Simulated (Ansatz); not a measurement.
Ansatz results at the PBE0-D4/def2-TZVP geometry: HOMO energy (PBE/def2-TZVPP) -6.24 eV; LUMO energy (B3LYP/def2-TZVPP) -0.31 eV; HOMO–LUMO gap (ωB97M-V/def2-TZVPP) 11.16 eV.

Each molecule was computed in one conformer, which needn't be the lowest.

(1) Which molecule gave them?
A. `C[CH2][Al]([SH])[O]C`
B. `[CH3][Al]([SiH3])[SiH3]`
C. `[F][Al]([SH])[SH]`
D. `[OH][Al]([Br])[O][SiH3]`

## Answers

(1) A. The others give `[CH3][Al]([SiH3])[SiH3]`: -6.05, -2.23, 8.55; `[OH][Al]([Br])[O][SiH3]`: -7.28, -1.25, 11.53; `[F][Al]([SH])[SH]`: -6.67, -1.08, 10.89.

B3LYP here is the variant with VWN-RPA as its local correlation; programs differ in this.
